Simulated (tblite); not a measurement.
Parent: `[CH2:1]=[C:2]([CH3:3])[Si:4]([CH3:5])([CH3:6])[CH3:7]`, C6H14Si.

Structures optimised with GFN2-xTB, isolated species. One conformer each, not checked by frequencies here.

| coordinate of the parent | value |
| --- | --- |
| C1=C2 | 1.326 Å |
| C2–C3 | 1.500 Å |
| C2–Si4 | 1.904 Å |
| Si4–C5 | 1.910 Å |
| Si4–C6 | 1.906 Å |
| Si4–C7 | 1.911 Å |
| C1–C2–C3 | 120.7° |
| C1–C2–Si4 | 122.6° |
| C3–C2–Si4 | 116.7° |
| C2–Si4–C5 | 109.1° |
| C2–Si4–C6 | 110.2° |
| C2–Si4–C7 | 109.7° |
| C5–Si4–C6 | 109.6° |
| C5–Si4–C7 | 108.6° |
| C6–Si4–C7 | 109.7° |

How does the shared frame change in `[CH2:1]=[C:2]([CH3:3])[Si:4]([CH3:5])([CH3:6])[SiH2:7][CH3:8]` with C1–C2–Si4–C5 -22°, C2–Si4–Si7–C8 -59°, C6H16Si2? Atoms pair as C1 = C1, C2 = C2, C3 = C3, Si4 = Si4, C5 = C6, C6 = C5 (parent first).

```csv
parent,relative,value in the relative,change
C1=C2,C1=C2,1.326 Å,0.000
C2–C3,C2–C3,1.500 Å,0.000
C2–Si4,C2–Si4,1.906 Å,+0.002
Si4–C5,Si4–C6,1.913 Å,+0.003
Si4–C6,Si4–C5,1.913 Å,+0.007
C1–C2–C3,C1–C2–C3,120.8°,+0.1
C1–C2–Si4,C1–C2–Si4,122.8°,+0.2
C3–C2–Si4,C3–C2–Si4,116.3°,-0.4
C2–Si4–C5,C2–Si4–C6,107.7°,-1.4
C2–Si4–C6,C2–Si4–C5,108.6°,-1.6
C5–Si4–C6,C6–Si4–C5,107.4°,-2.2
```

Of the parent's bonds, Si4–C6 changes most (+0.007 Å). Bonds of the relative outside the shared frame: Si4–Si7 2.334, Si7–C8 1.902 Å. Point group C1 → C1.

All values are computed, not measured.
